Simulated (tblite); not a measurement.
C₄H₁₁NO₂Si₃.
Atom-mapped SMILES: `[O:1]=[C:2]([C:3]#[C:4][CH2:5][N:6]([SiH3:7])[SiH3:8])[SiH2:9][OH:10]` (hydrogens: H11, H12 on C5; H13, H14, H15 on Si7; H16, H17, H18 on Si8; H19, H20 on Si9; H21 on O10)

Structure optimised with GFN2-xTB, isolated species.

Problem. What internal coordinates does the optimisation give?

Solution. 
```csv
bond,length (Å)
O1=C2,1.220
C2–C3,1.416
C3≡C4,1.208
C4–C5,1.445
C5–N6,1.453
"N6–Si7, N6–Si8",1.738
C2–Si9,1.931
Si9–O10,1.618
"C5–H11, C5–H12",1.096
"Si7–H13, Si8–H17",1.457
Si7–H14 and 3 like bonds,1.468
"Si9–H19, Si9–H20",1.458
O10–H21,0.959
```

Bonds in one row agree within 0.01 Å and their mean is given. A selection of angles:
```csv
angle,degrees
O1–C2–C3,124.8
O1–C2–Si9,117.9
C3–C2–Si9,117.3
C2–C3–C4,177.4
C3–C4–C5,173.5
C4–C5–N6,112.3
C5–N6–Si7,115.7
Si7–N6–Si8,125.7
C2–Si9–O10,104.3
H21–O10–Si9,118.3
```

Torsions: C4–C5–N6–Si7 81° (synclinal); O1–C2–Si9–O10 0° (synperiplanar); H21–O10–Si9–C2 0° (synperiplanar).

The 3 C–C bonds span 1.208 Å (C3≡C4, drawn triple) to 1.445 Å (C4–C5, drawn single), a spread of 0.237 Å. Of the pairs four or more bonds apart, O1···H21 is among the closest relative to their van der Waals radii: 2.47 Å, 91 % of the sum of Bondi's values. O10 (silanol oxygen) is bent (angle 118.3°). Si9 (oxygen-bound silicon) is distorted tetrahedral (angles from 104.3° to 113.7°). N6 (nitrogen bridging silicon atoms) is almost planar (angles 125.7°, 115.8° and 115.7°, sum 357.2°, 0.16 Å off the plane of its three neighbours). Si7 (SiH3 silicon) is distorted tetrahedral (angles from 105.6° to 111.9°).

Point group: Cs (tolerance 0.08 Å). Its lowest GFN2-xTB frequency is 12 cm⁻¹, too small to tell a flat minimum from a shallow saddle. One conformer, not necessarily the lowest (C4–C5–N6–Si7 81°, O1–C2–Si9–O10 0°, C2–Si9–O10–H 0°). 3 starts were optimised and ended at 0.00, 0.69 and 1.00 kcal/mol (GFN2-xTB); the lowest of these is shown.

The numbers are calculated, not measured.
